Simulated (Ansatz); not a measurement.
Start from `[SiH3][SiH]1NC[SiH2]1` and change one atom or group to get `C1N[SiH2][SiH2]1`.

Ansatz, PBE0-D4/def2-TZVP geometries, multiplicity 1. 

```tsv
property	`[SiH3][SiH]1NC[SiH2]1`
HOMO energy (ωB97M-V/def2-TZVPP) / eV	-8.74
HOMO energy (PBE0/def2-TZVPP) / eV	-6.57
LUMO energy (ωB97M-V/def2-TZVPP) / eV	1.10
size of the dipole moment (B3LYP/def2-TZVPP) / D	1.17
HOMO–LUMO gap (PBE0/def2-TZVPP) / eV	5.99
LUMO energy (PBE/def2-TZVPP) / eV	-1.40
```

**Question.** What does the change do to each property? (Best estimate.)

**Answer.** The calculation gave: 
```json
{"property": "HOMO energy (ωB97M-V/def2-TZVPP) / eV", "`C1N[SiH2][SiH2]1`": "-9.06", "shift": "-0.32"}
{"property": "HOMO energy (PBE0/def2-TZVPP) / eV", "`C1N[SiH2][SiH2]1`": "-6.75", "shift": "-0.18"}
{"property": "LUMO energy (ωB97M-V/def2-TZVPP) / eV", "`C1N[SiH2][SiH2]1`": "1.47", "shift": "0.37"}
{"property": "size of the dipole moment (B3LYP/def2-TZVPP) / D", "`C1N[SiH2][SiH2]1`": "0.97", "shift": "-0.20"}
{"property": "HOMO–LUMO gap (PBE0/def2-TZVPP) / eV", "`C1N[SiH2][SiH2]1`": "6.62", "shift": "0.63"}
{"property": "LUMO energy (PBE/def2-TZVPP) / eV", "`C1N[SiH2][SiH2]1`": "-0.97", "shift": "0.43"}
```

With PBE0 the HOMO falls by 0.18 eV and the LUMO rises by 0.45 eV, so the gap widens by about 0.63 eV. PBE moves the HOMO by -0.09 eV and ωB97M-V by -0.32 eV. Dipoles are sizes alone; their direction can turn.

B3LYP here is the variant with VWN-RPA as its local correlation; programs differ in this.
